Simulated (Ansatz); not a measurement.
# A ladder of methods for Si2H3F3 (SMILES F[Si](F)(F)[SiH3])

The species is Si2H3F3 (8 atoms), meant as a singlet with charge 0. As SMILES, `F[Si](F)(F)[SiH3]`. Geometry: optimised at r2SCAN/def2-SVP.

```xyz
8

F     1.3219   -1.0568    1.5289
Si    0.5324   -0.9868    0.1280
F    -0.5000   -2.2216    0.1070
F     1.6121   -1.2559   -1.0351
Si   -0.5501    1.0493   -0.1525
H    -1.5308    1.2303    0.9564
H     0.4641    2.1422   -0.1228
H    -1.2573    1.0423   -1.4655
```

Each level gives the dissociation energy of the F4–Si2 bond into doublet F and doublet Si2H3F2 (shapes relaxed at r2SCAN/def2-SVP, no zero-point term) (eV). The values are calculated.

```tsv
level	kind	program	value (eV)	CPU time (all runs)
HF/def2-SVP	Hartree–Fock	Ansatz	5.16	1.5 s
PBE/def2-SVP	GGA	Ansatz	6.75	3.8 s
r2SCAN/def2-SVP	meta-GGA	Ansatz	6.68	10 s
B3LYP/def2-SVP	global hybrid	Ansatz	6.62	5.4 s
wB97M-V/def2-SVP	range-separated hybrid	Ansatz	6.90	25 s
MP2/def2-SVP	perturbation theory	Ansatz	6.84	1.9 s
```

The values span 5.16 to 6.90 eV. Hartree–Fock misses the correlation of the electron pair that is broken and comes out low. Measured bond enthalpies also hold zero-point and thermal terms, a few tenths of an eV less. In so small a basis fixed costs decide the times, and correlated methods can beat functionals. Times are those of the runs behind each value, whatever else they computed, on shared processors of several kinds: orders of magnitude only.
